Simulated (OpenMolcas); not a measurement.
Re3+ among 3 point charges of -0.5 e arranged as a planar triangle (D3h), 2.09 Å from the ion.

```json
{"Program": "OpenMolcas 26.06", "Method": "SS-CASPT2, IPEA 0.25 Eh, imaginary shift 0.1 Eh (closed shells correlated: 4f 5s 5p)", "Basis": "ANO-RCC-VDZP [7s6p4d2f1g]", "Scalar Hamiltonian": "DKH2, point nucleus", "Active space": "4 electrons in 5 orbitals (5d)", "State averaging": "2S+1 = 5 even, 5 roots; 2S+1 = 3 even, 45 roots; 2S+1 = 1 even, 50 roots", "Spin-orbit coupling": "RASSI with atomic mean-field integrals over the reference wave functions"}
```

**Question.** What is the spin-free ground state (labels of D3, the rotations of D3h)?

**Answer.** 5E, 2-fold in its orbital part, 100 % from free-ion D terms; it has the highest spin that d4 allows.

**Question.** Where is the first state of the same spin?

**Answer.** 5E at 4200 cm-1 above the ground state.

**Question.** What are the lowest two levels with spin-orbit coupling?

**Answer.** A 1-fold level A1, then a 1-fold level A2 1950 cm-1 above it. Their leading multiplicities are 5 (73 %) and 5 (88 %).

**Question.** What is χT at 300 K?

**Answer.** 0.11 cm3 K/mol.

Roots that are degenerate in the reference are averaged as groups; the widest CASPT2 spread within a group is 140 cm-1 (the 2-fold group of multiplicity 5 near 0 cm-1 above the lowest state of its run). Shifts and gaps below about the spread of the groups concerned are not significant. Spin-orbit coupling mixes the spin-free states strongly: the lowest level takes only 53 % from its leading state, 5E. An orbital doublet at a regular site is open to a Jahn-Teller distortion, which this geometry leaves out. Point charges give a weaker field than real ligands, and real ions of this kind are as a rule low spin; the high spin found here belongs to the model. The ground term spreads over less than 5000 cm-1, several times less than with real ligands, so orbital moments are less quenched and χT lies further from the spin-only value than at real sites. Free-ion shares, where given, are those of the reference states; single-state CASPT2 does not remix them. This is an electrostatic model: the charges have no orbitals. No measured value stands beside these numbers.
